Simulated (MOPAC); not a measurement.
MOPAC input (AM1):

```
AM1 FORCE THERMO(298,298) PRECISE LET GEO-OK AUX(PRECISION=9) THREADS=1
C2H10GeN2

N     1.73882290 1    1.40193763 1    0.16134346 1
C     1.53065521 1    0.21321824 1   -0.59439136 1
Ge    0.01047271 1   -0.83067352 1    0.21384794 1
C    -1.53846234 1    0.43805009 1    0.42621931 1
N    -1.77090192 1    1.10886446 1   -0.80807148 1
H     2.64906756 1    1.79004606 1   -0.00220071 1
H     1.05201130 1    2.09737616 1   -0.05941773 1
H     1.26303282 1    0.37290292 1   -1.66864385 1
H     2.42508497 1   -0.45100923 1   -0.53514102 1
H     0.41620261 1   -1.33354016 1    1.61596432 1
H    -0.37433027 1   -1.95966060 1   -0.76631969 1
H    -2.41661229 1   -0.19273814 1    0.70129954 1
H    -1.28016033 1    1.10289469 1    1.28785217 1
H    -1.10212359 1    1.84041194 1   -0.95521397 1
H    -2.69099670 1    1.50636055 1   -0.84573426 1
```

From the output:

```
     H   15   0.033959   0.812973   6.644778

          HEAT OF FORMATION =       0.561728 KCALS/MOLE

          ZERO POINT ENERGY      76.476 KCAL/MOL

           NORMAL COORDINATE ANALYSIS (Total motion = 1 Angstrom)

   Root No.       1         2         3         4         5         6         7         8

                 1 B       1 A       2 A       2 B       3 A       3 B       4 A       4 B

                  37.0      50.0     103.9     150.6     180.6     237.4     276.9     393.7

           1    0.0063    0.0043    0.0055    0.0047    0.0028    0.0355   -0.0392    0.0175
           2   -0.0136   -0.0071   -0.0416   -0.0039    0.0185    0.0638   -0.0547    0.0108
           3   -0.0259    0.0587   -0.0474   -0.0113   -0.0014   -0.0021    0.0025    0.0043
           4    0.0063    0.0043    0.0050    0.0050    0.0031    0.0366   -0.0407    0.0161
           5   -0.0013    0.0005   -0.0142    0.0014   -0.0021   -0.0152    0.0171    0.0014
           6    0.0507   -0.0328   -0.0463   -0.0095    0.0199   -0.0027    0.0117    0.0050
           7   -0.0078    0.0031   -0.0128    0.0002   -0.0002   -0.0067    0.0210   -0.0114
           8    0.0038    0.0018   -0.0075   -0.0002   -0.0001   -0.0113    0.0122   -0.0011
           9   -0.0060   -0.0029    0.0119    0.0001    0.0002   -0.0143   -0.0195   -0.0129
          10    0.0440    0.0276    0.0311   -0.0083   -0.0182    0.0091    0.0029    0.0049
          11    0.0207    0.0180    0.0352   -0.0063   -0.0067   -0.0312   -0.0390   -0.0051
          12    0.0157    0.0033    0.0128    0.0028   -0.0060    0.0228    0.0233    0.0153
          13   -0.0140   -0.0536    0.0174   -0.0071    0.0108   -0.0324   -0.0275   -0.0005
          14   -0.0255   -0.0217    0.0550   -0.0107   -0.0106    0.0243    0.0158    0.0003
          15   -0.0070   -0.0130    0.0262   -0.0004   -0.0111    0.0608    0.0594    0.0210
          16    0.0301   -0.0099    0.0229    0.0123   -0.0083   -0.0191    0.0113    0.0079
          17   -0.0264    0.0210   -0.0336   -0.0806    0.0834    0.0953   -0.0666    0.0182
          18   -0.0177   -0.0057   -0.0921    0.2003   -0.1753   -0.0262   -0.0241   -0.0048
          19   -0.0448    0.0612    0.0028    0.0066   -0.0077    0.0495   -0.0591    0.0195
          20    0.0125   -0.1022   -0.0955    0.2073   -0.1477    0.0598   -0.0920    0.0056
          21   -0.0520    0.1022   -0.0364   -0.0565    0.0309    0.0048    0.0022    0.0064
          22   -0.0369    0.0624    0.0139    0.0095   -0.0199    0.0159   -0.0301    0.0125
          23    0.0484   -0.0330   -0.0407   -0.0020    0.0123   -0.0302    0.0713    0.0411
          24    0.1021   -0.0836   -0.0662   -0.0132    0.0396   -0.0010    0.0375    0.0300
          25    0.0618   -0.0507    0.0148   -0.0062    0.0248    0.0188   -0.0119    0.0244
          26   -0.0445    0.0430    0.0296   -0.0011   -0.0176   -0.0342   -0.0007   -0.0383
          27    0.0954   -0.0769   -0.0642   -0.0131    0.0372    0.0000    0.0325    0.0290
          28   -0.0560    0.0036   -0.0099    0.0054   -0.0002   -0.1233    0.0079    0.2911
          29   -0.0186    0.0126    0.0099    0.0121   -0.0191   -0.0219    0.0683    0.0656
          30   -0.0037    0.0025    0.0200    0.0048   -0.0096    0.0135    0.0120   -0.0661
          31    0.0016    0.0042   -0.0107   -0.0018   -0.0020    0.0118    0.0254   -0.0642
          32    0.0150   -0.0081   -0.0219    0.0079    0.0178    0.0568   -0.0489   -0.1414
          33   -0.0571   -0.0097   -0.0009    0.0115    0.0117   -0.1117   -0.0429    0.2632
          34    0.1097    0.0922    0.0685   -0.0111   -0.0429    0.0198   -0.0266    0.0469
          35   -0.0167   -0.0188    0.0189   -0.0039    0.0070   -0.0336   -0.0218   -0.0251
          36    0.0511    0.0383   -0.0130   -0.0086   -0.0204   -0.0009    0.0032    0.0081
          37    0.0571    0.0473    0.0330   -0.0092   -0.0250    0.0166    0.0089    0.0047
          38    0.1032    0.0970    0.0680   -0.0129   -0.0385   -0.0298   -0.0836    0.0365
          39    0.0149   -0.0182    0.0227    0.0042    0.0021   -0.0017   -0.0179    0.0372
          40   -0.0545   -0.1459   -0.0201   -0.1569   -0.1036   -0.0232   -0.0452    0.0042
          41    0.0068    0.0529    0.0854    0.1120    0.0828    0.0175    0.0313   -0.0033
          42   -0.0430   -0.0237    0.0525    0.0951    0.0723    0.0722    0.0946    0.0206
          43    0.0018    0.0169    0.0577    0.2127    0.1928   -0.0743   -0.0159   -0.0130
          44   -0.0429   -0.0169    0.0807    0.0362    0.0241    0.0632    0.0639    0.0061
          45    0.0086   -0.0007    0.0173    0.0146    0.0043    0.0250    0.0285    0.0145

   Root No.       9        10        11        12        13        14        15        16

                 5 A       5 B       6 A       6 B       7 A       7 B       8 A       9 A

                 498.8     532.0     537.3     588.7     650.8     689.0     709.5     938.4

           1   -0.0128   -0.0072   -0.0024   -0.0008   -0.0026   -0.0015   -0.0006    0.0181
           2   -0.0069   -0.0029   -0.0002    0.0025    0.0004   -0.0014    0.0001   -0.0175
           3   -0.0019    0.0019   -0.0023    0.0009   -0.0002    0.0048    0.0035    0.0142
           4   -0.0119   -0.0061    0.0001    0.0024    0.0005   -0.0026   -0.0006   -0.0077
           5   -0.0411   -0.0504    0.0665    0.0564    0.0088    0.0032    0.0062    0.0047
           6   -0.0030   -0.0012    0.0053   -0.0016    0.0001   -0.0361   -0.0372   -0.0001
           7    0.0086   -0.0016   -0.0064    0.0046   -0.0070    0.0035   -0.0037   -0.0011
           8    0.0050    0.0092   -0.0037   -0.0228   -0.0041    0.0016   -0.0021   -0.0006
           9   -0.0080    0.0041    0.0059   -0.0094    0.0065    0.0048    0.0034    0.0010
          10   -0.0181    0.0252    0.0308   -0.0310    0.0045   -0.0323    0.0347    0.0032
          11    0.0236   -0.0322   -0.0485    0.0369   -0.0059   -0.0141    0.0137   -0.0072
          12    0.0309   -0.0301   -0.0340    0.0294   -0.0048   -0.0085    0.0056    0.0042
          13   -0.0008    0.0025    0.0020   -0.0006    0.0006    0.0047   -0.0029   -0.0229
          14   -0.0010    0.0028   -0.0000    0.0026   -0.0015    0.0022   -0.0021    0.0147
          15    0.0146   -0.0071    0.0026    0.0007    0.0021   -0.0009   -0.0003   -0.0098
          16   -0.0405   -0.0486    0.0620    0.0540    0.0114   -0.0179   -0.0128   -0.0734
          17    0.0048    0.0177   -0.0317   -0.0239   -0.0083    0.0056    0.0019    0.0761
          18   -0.0009   -0.0052    0.0068    0.0064    0.0053    0.0078    0.0151   -0.1051
          19   -0.0101    0.0013   -0.0148   -0.0025    0.0002    0.0320    0.0379   -0.0955
          20    0.0125    0.0112   -0.0270   -0.0318   -0.0109   -0.0038   -0.0056    0.1097
          21   -0.0057    0.0019   -0.0007    0.0087    0.0041    0.0191    0.0212   -0.0734
          22   -0.0191   -0.0227    0.0140    0.0100   -0.0031    0.0029    0.0039    0.0672
          23   -0.0679   -0.0307    0.0335    0.0781    0.0065    0.1683    0.1676    0.0578
          24   -0.0168    0.0179   -0.0195    0.0097    0.0018    0.0596    0.0570   -0.0114
          25   -0.0273   -0.0155    0.0099    0.0115   -0.0016    0.0074    0.0107   -0.0407
          26   -0.0217   -0.0898    0.1112    0.0311   -0.0060   -0.1530   -0.1498    0.0195
          27   -0.0182    0.0171   -0.0162    0.0127    0.0061    0.0511    0.0502   -0.0226
          28    0.0292   -0.0114   -0.0172   -0.0432    0.4281   -0.0269   -0.0085    0.0073
          29   -0.2277    0.2102   -0.1554    0.1855    0.0616   -0.0496   -0.0522   -0.0032
          30   -0.1353    0.1104   -0.0679    0.1122   -0.0833   -0.0118   -0.0211   -0.0050
          31   -0.0093   -0.0193   -0.0235   -0.0076    0.0642    0.0139   -0.0091    0.0019
          32    0.2393    0.2056    0.1317    0.2062    0.2252   -0.0258    0.0420    0.0085
          33    0.1168    0.1178    0.1057    0.0792   -0.3730   -0.0497    0.0374   -0.0035
          34    0.0063    0.0606    0.0717   -0.0047   -0.0082    0.1248   -0.1227    0.0331
          35    0.0095   -0.0455   -0.0636    0.0216    0.0003   -0.0845    0.0845   -0.0239
          36    0.0376   -0.0534   -0.0594    0.0277    0.0029   -0.0577    0.0536    0.0297
          37   -0.0201    0.0293    0.0329   -0.0322    0.0022   -0.0387    0.0404    0.0342
          38    0.0451   -0.0004   -0.0061    0.0535   -0.0070    0.1440   -0.1417    0.0012
          39    0.0531   -0.0303   -0.0240    0.0489   -0.0010    0.0982   -0.0980   -0.0826
          40    0.0123   -0.0042   -0.0124    0.0240   -0.0092    0.0210   -0.0242    0.1287
          41   -0.0111    0.0080    0.0111   -0.0164    0.0056   -0.0103    0.0136   -0.0904
          42    0.0036    0.0070    0.0259   -0.0158    0.0043    0.0293   -0.0338    0.0427
          43    0.0070   -0.0182   -0.0281    0.0229   -0.0099    0.0020   -0.0106    0.1356
          44   -0.0242    0.0354    0.0514   -0.0420    0.0092    0.0172   -0.0155   -0.0399
          45    0.0320   -0.0335   -0.0381    0.0352   -0.0067   -0.0106    0.0066    0.0475

   Root No.      17        18        19        20        21        22        23        24

                 8 B      10 A       9 B      11 A      10 B      12 A      11 B      12 B

                 947.3    1081.8    1085.5    1164.6    1181.7    1321.3    1326.7    1358.8

           1   -0.0174   -0.0009    0.0021    0.0112   -0.0124    0.0118    0.0078   -0.0309
           2    0.0175    0.0091   -0.0114   -0.0123    0.0095    0.0120    0.0123    0.0053
           3   -0.0137   -0.0051    0.0062    0.0144   -0.0140    0.0152    0.0159    0.0115
           4    0.0070    0.0060   -0.0057    0.0048   -0.0043   -0.0093   -0.0066    0.0218
           5   -0.0052    0.0025    0.0006    0.0295   -0.0276   -0.0206   -0.0224    0.0005
           6   -0.0015    0.0101   -0.0107   -0.0147    0.0142   -0.0165   -0.0166   -0.0102
           7   -0.0005    0.0000    0.0002    0.0003    0.0006   -0.0002   -0.0001    0.0001
           8    0.0016    0.0000   -0.0013    0.0002   -0.0009   -0.0001    0.0001    0.0001
           9    0.0005   -0.0000   -0.0007   -0.0002    0.0000    0.0002   -0.0001    0.0002
          10    0.0021   -0.0077   -0.0098    0.0276    0.0262    0.0038   -0.0027   -0.0068
          11   -0.0080   -0.0035   -0.0018   -0.0106   -0.0098    0.0174   -0.0201   -0.0163
          12    0.0030   -0.0085   -0.0069   -0.0153   -0.0140    0.0215   -0.0202    0.0164
          13   -0.0224    0.0092    0.0115   -0.0197   -0.0179   -0.0076    0.0076    0.0041
          14    0.0146   -0.0043   -0.0060    0.0074    0.0062   -0.0095    0.0122    0.0256
          15   -0.0091   -0.0027   -0.0025   -0.0065   -0.0088   -0.0192    0.0160   -0.0209
          16    0.0689    0.0956   -0.1012    0.0044   -0.0271    0.1363    0.1297    0.0181
          17   -0.0724   -0.0403    0.0457    0.0160   -0.0063   -0.0364   -0.0347   -0.0073
          18    0.1021    0.0000   -0.0089   -0.0376    0.0331   -0.0108   -0.0101   -0.0091
          19    0.1009   -0.0709    0.0653   -0.0300    0.0397   -0.0973   -0.1054   -0.1112
          20   -0.1093   -0.0364    0.0442    0.0346   -0.0287   -0.0032   -0.0023    0.0089
          21    0.0756   -0.0230    0.0180   -0.0197    0.0222   -0.0291   -0.0304   -0.0258
          22   -0.0688    0.0798   -0.0852   -0.1688    0.1659   -0.0925   -0.0780    0.0951
          23   -0.0494   -0.0168    0.0072   -0.1483    0.1434    0.0497    0.0558   -0.0445
          24    0.0154   -0.0426    0.0391   -0.0081    0.0071    0.0634    0.0610   -0.0702
          25    0.0509   -0.1591    0.1527   -0.0072    0.0225    0.0113    0.0285    0.1592
          26   -0.0132   -0.1077    0.0945   -0.1129    0.1145    0.0654    0.0740   -0.0404
          27    0.0232   -0.0126    0.0162    0.0456   -0.0399   -0.0437   -0.0426    0.0656
          28    0.0030   -0.0050   -0.0021   -0.0039   -0.0016    0.0009   -0.0004    0.0010
          29   -0.0065   -0.0004    0.0060   -0.0018    0.0057    0.0020    0.0014   -0.0025
          30   -0.0051    0.0037    0.0037    0.0053    0.0045   -0.0032    0.0006   -0.0017
          31   -0.0006   -0.0029   -0.0002   -0.0051    0.0006    0.0037   -0.0003   -0.0000
          32   -0.0086   -0.0042    0.0071   -0.0035    0.0070    0.0007    0.0015   -0.0031
```
